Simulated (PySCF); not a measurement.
Geometries of 3 isomers of C5H7FO2, from PySCF, PBE0-D3(BJ)/def2-SVP geometry optimisation, gas phase. One conformer each, no zero-point energy, no frequencies.

Problem. Which is lowest in electronic energy at this level?
A.
```xyz
15
angstrom
C     -0.553    1.892   -0.732
O      0.355    0.942   -0.233
C     -0.026   -0.297    0.065
C     -1.437   -0.707   -0.204
C      0.872   -1.164    0.603
C      2.254   -0.832    0.902
O      2.864    0.174    0.732
F      2.869   -1.902    1.464
H     -0.986    1.585   -1.698
H      0.025    2.812   -0.882
H     -1.367    2.099   -0.019
H     -1.687   -0.595   -1.271
H     -2.149   -0.088    0.365
H     -1.589   -1.754    0.079
H      0.542   -2.175    0.836
```
B.
```xyz
15
angstrom
C      3.800    0.787    0.231
C      2.708    0.079   -0.036
O      1.465    0.621    0.167
C      0.380   -0.138   -0.101
O      0.436   -1.264   -0.514
C     -0.884    0.614    0.189
C     -2.114   -0.211   -0.114
F     -3.236    0.521    0.178
H      3.741    1.808    0.614
H      4.781    0.342    0.064
H      2.698   -0.944   -0.419
H     -0.875    0.925    1.247
H     -0.884    1.548   -0.396
H     -2.137   -0.499   -1.177
H     -2.119   -1.136    0.485
```
C.
```xyz
15
angstrom
C     -1.868   -1.012   -0.283
C     -0.432   -0.665   -0.057
C      0.098    0.575    0.009
O      1.395    0.880    0.211
C      2.305   -0.170    0.359
C     -0.748    1.784   -0.141
O     -1.919    1.814   -0.339
F     -0.044    2.909   -0.024
H     -2.521   -0.584    0.494
H     -2.243   -0.610   -1.237
H     -2.001   -2.102   -0.287
H      0.260   -1.502    0.066
H      3.293    0.286    0.501
H      2.331   -0.817   -0.537
H      2.066   -0.796    1.238
```

Solution. A. That is `C(=C(/OC)C)/C(=O)F`, 3.7 kcal/mol below the next.

| SMILES | atoms numbered as above | E (Eh) | relative (kcal/mol) | relative (kJ/mol) | dipole (D) |
| --- | --- | --- | --- | --- | --- |
| CO/C(C)=C\C(=O)F | [CH3:1][O:2]/[C:3]([CH3:4])=[CH:5]\[C:6](=[O:7])[F:8] | -444.21518 | 0.0 | 0.0 | 6.27 |
| C=COC(=O)CCF | [CH2:1]=[CH:2][O:3][C:4](=[O:5])[CH2:6][CH2:7][F:8] | -444.20928 | 3.7 | 15.5 | 1.61 |
| C/C=C(/OC)C(=O)F | [CH3:1]/[CH:2]=[C:3](/[O:4][CH3:5])[C:6](=[O:7])[F:8] | -444.20725 | 5.0 | 20.8 | 3.94 |
